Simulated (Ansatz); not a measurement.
Two members of one family ([Ln(H2O)6]3+), computed with Ansatz in the gas phase; def2 core potentials for Ce, Pr, no spin–orbit coupling. The two geometries come from different levels. HOMO and LUMO are taken over both spins. With an open 4f shell the SCF may have ended above the lowest state. The structures are stationary points that may keep the symmetry of their start.

First: [Ce(H2O)6]3+ (doublet, charge 3, PBE-D4/def2-SVP geometry).

```tsv
atom	x (Å)	y (Å)	z (Å)
Ce1	0.003	0.000	-0.002
O2	-1.967	-0.099	-1.464
H3	-2.319	-0.874	-1.962
H4	-2.595	0.628	-1.692
O5	1.966	0.095	1.468
H6	2.592	-0.633	1.699
H7	2.317	0.869	1.969
O8	1.404	0.608	-1.924
H9	1.130	0.730	-2.865
H10	2.374	0.787	-1.941
O11	-1.398	-0.603	1.922
H12	-2.367	-0.784	1.939
H13	-1.124	-0.720	2.863
O14	0.438	-2.376	-0.437
H15	0.099	-3.160	0.056
H16	0.994	-2.774	-1.149
O17	-0.443	2.375	0.434
H18	-0.995	2.770	1.150
H19	-0.111	3.160	-0.063
```

| level | HOMO (eV) | LUMO (eV) | gap (eV) |
| --- | --- | --- | --- |
| PBE-D4/def2-SVP | -17.10 | -16.35 | 0.76 |
| PBE-D4/def2-TZVP | -17.34 | -16.58 | 0.76 |
| r2SCAN-D4/def2-TZVP | -17.44 | -15.97 | 1.47 |
| PBE0-D4/def2-SVP | -20.07 | -13.96 | 6.11 |

Metal–donor distances: 6 × O 2.45 to 2.46 Å.

Second: [Pr(H2O)6]3+ (triplet, charge 3, PBE0-D4/def2-SVP geometry).

| atom | x (Å) | y (Å) | z (Å) |
| --- | --- | --- | --- |
| Pr1 | 0.0018 | 0.0003 | 0.0031 |
| O2 | -1.9404 | -1.4644 | 0.0260 |
| H3 | -2.8124 | -1.3028 | 0.4344 |
| H4 | -2.0363 | -2.3436 | -0.3871 |
| O5 | 1.9435 | 1.4661 | -0.0213 |
| H6 | 2.0388 | 2.3463 | 0.3902 |
| H7 | 2.8100 | 1.3104 | -0.4439 |
| O8 | 0.7939 | -1.0392 | 2.0486 |
| H9 | 0.3707 | -1.7532 | 2.5628 |
| H10 | 1.6088 | -0.8413 | 2.5486 |
| O11 | -0.7890 | 1.0416 | -2.0429 |
| H12 | -1.5954 | 0.8329 | -2.5532 |
| H13 | -0.3647 | 1.7556 | -2.5563 |
| O14 | -1.2172 | 1.6422 | 1.3056 |
| H15 | -1.7749 | 2.3747 | 0.9802 |
| H16 | -1.2727 | 1.7179 | 2.2766 |
| O17 | 1.2070 | -1.6472 | -1.3064 |
| H18 | 1.2581 | -1.7202 | -2.2790 |
| H19 | 1.7703 | -2.3762 | -0.9860 |

**Question.** Estimate the same table for the second.

**Answer.** 
```tsv
level	HOMO (eV)	LUMO (eV)	gap (eV)
PBE-D4/def2-SVP	-18.33	-17.77	0.56
PBE-D4/def2-TZVP	-18.56	-18.00	0.56
r2SCAN-D4/def2-TZVP	-18.98	-17.58	1.40
PBE0-D4/def2-SVP	-21.57	-15.33	6.24
```

Metal–donor distances: 6 × O 2.42 to 2.43 Å.
